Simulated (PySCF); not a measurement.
TaOCl3, SMILES [O]=[Ta]([Cl])([Cl])[Cl], multiplicity 1. The structure is a stationary point at PBE-D3(BJ)/def2-SVP. The multiplicity is an assumed one; no other spin state was optimised. The isomer is the one that the SMILES or the coordinates give; other isomers of the formula were not compared. The def2 effective core potentials stand for the cores of Ta; spin–orbit coupling is left out.

Computed equilibrium geometry at PBE-D3(BJ)/def2-SVP (PySCF confirms it by a frequency run) as bond lengths and angles, and its point group:
point group C3v.
Atoms: Ta1 O2 Cl3 Cl4 Cl5. Bonded distances (Å): Ta1–O2 1.723, Ta1–Cl3 2.304, Ta1–Cl4 2.304, Ta1–Cl5 2.304. Bond angles (°): O2–Ta1–Cl3 106.7, O2–Ta1–Cl4 106.7, O2–Ta1–Cl5 106.7, Cl3–Ta1–Cl4 112.1, Cl3–Ta1–Cl5 112.1, Cl4–Ta1–Cl5 112.1.
